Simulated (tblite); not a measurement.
chloroform (CHCl3), singlet, geometry from GFN2-xTB; GFN1-xTB run with tblite.

Here is a job for tblite.
```
$ tblite run mol.xyz --method gfn1 --charge 0 --spin 0 --json tblite.json --no-restart

# file mol.xyz
5

C     -0.00102295     0.00710830     0.48100116
H     -0.00334391     0.02323614     1.57233262
Cl     0.00925814     1.67396575    -0.11215631
Cl     1.44662035    -0.84673105    -0.07184825
Cl    -1.45532076    -0.83111035    -0.07825071
```

Predict the main parts of the log of this tblite run.


```
xTB calculator
 | screened Coulomb repulsion
 | Coulomb electrostatics
 |  * isotropic Klopman-Ohno-Mataga-Nishimoto electrostatics
 |  * onsite third-order electrostatics
 | DFT-D3(BJ) dispersion correction

halogen bonding energy    0.0000000000000E+00 Eh
repulsion energy          3.4899739303522E-02 Eh
dispersion energy        -2.0402497764004E-03 Eh
number of electrons       2.6000000000000E+01 e
integral cutoff           1.9731147476801E+01 bohr

------------------------------------------------------------
  cycle        total energy    energy error   density error
------------------------------------------------------------
      1     -15.32253753395  -1.5355397E+01   3.4479798E-01
      2     -15.38904859583  -6.6511062E-02   2.2552439E-01
      3     -15.39194818571  -2.8995899E-03   1.2141178E-01
      4     -15.39213055980  -1.8237409E-04   8.6019622E-03
      5     -15.39218267930  -5.2119500E-05   4.6870631E-03
      6     -15.39220847086  -2.5791553E-05   3.2284015E-04
      7     -15.39220856654  -9.5685765E-08   3.4295682E-05
      8     -15.39220856672  -1.7404211E-10   1.2837750E-06
------------------------------------------------------------

electronic energy        -1.5425068056244E+01 Eh
total energy             -1.5392208566716E+01 Eh

Post processing:
 | Mayer-Wiberg bond orders

[Info] JSON dump of results written to 'tblite.json'
```
